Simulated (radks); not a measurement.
Q: Isoelectronic series with 7 electrons, all held in the configuration [He] 2s2 2p3, which need not be the ground one along the series. All-electron calculation, non-relativistic Kohn-Sham, r2SCAN, spin-polarised, spherical densities, point nucleus; open shells are filled with parallel spins first; meta-GGA in the generalised Kohn-Sham scheme. Program: a radial shooting solver on a logarithmic mesh with Libxc functionals. Total energies (hartree) and screening constants sigma, defined by e = -(Z - sigma)^2 / (2 n^2) hartree (* marks an orbital that is empty in some or all of the ions):

ion,E (hartree),2p down*,2p up,2s down,2s up
N,-54.58403,6.038,5.383,4.886,4.494
O+,-74.55949,5.610,5.167,4.761,4.423
F2+,-97.79862,5.451,5.060,4.684,4.374
Ne3+,-124.29559,5.359,4.992,4.632,4.338
Mg5+,-187.05304,5.255,4.911,4.565,4.291
Al6+,-223.31095,5.221,4.885,4.542,4.275
Si7+,-262.82069,5.195,4.864,4.524,4.261
P8+,-305.58183,5.174,4.846,4.508,4.250
S9+,-351.59405,5.157,4.832,4.495,4.241
Cl10+,-400.85713,5.142,4.819,4.484,4.233
Ar11+,-453.37091,5.130,4.809,4.475,4.225
K12+,-509.13526,5.119,4.799,4.467,4.219

Estimate the row of Ca13+.

A: E (hartree) -568.15007; 2p down* 5.109; 2p up 4.791; 2s down 4.459; 2s up 4.214.
